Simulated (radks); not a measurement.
Problem. Species: the rhenium ion Re36+. Configuration: [Kr] 4d3 (the NIST ground configuration). Calculated with a radial shooting solver on a logarithmic mesh with Libxc functionals: scalar-relativistic Kohn-Sham, LB94 model potential, spin-polarised, spherical densities, finite nucleus; open shells are filled with parallel spins first (spin-orbit coupling, left out, can overturn this in heavy ions); Fermi nuclear charge, rms radius 5.3698 fm. Some entries of the table are withheld. Estimate them.

orbital  occ.  eigenvalue (hartree)  <1/r> (bohr^-1)  <r^2> (bohr^2)
1s down     1             -2698.067            88.81       0.0004468
1s up       1             -2698.062            88.81       0.0004468
2s up       1             -515.3716            20.79        0.006848
2s down     1             -515.3341            20.79        0.006846
2p up       3             -457.2998            18.79        0.005680
2p down     3             -457.2766            18.79        0.005678
3s up       1             -161.8656            7.764         0.04363
3s down     1             -161.8492            7.757         0.04367
3p up       3             -144.6859            7.172         0.04415
3p down     3             -144.6651            7.166         0.04419
3d up       5             -125.4990              (1)         0.03629
3d down     5             -125.4343              (2)         0.03634
4s up       1             -71.57438            3.648          0.1821
4s down     1             -71.40063            3.657          0.1818
4p up       3             -65.32181            3.400          0.1955
4p down     3             -65.13881            3.407          0.1952
4d up       3             -57.90620            3.187          0.1978
4d down     0             -57.73790            3.196          0.1973

Solution. 
(1) 3d up <1/r> (bohr^-1): 6.776
(2) 3d down <1/r> (bohr^-1): 6.772
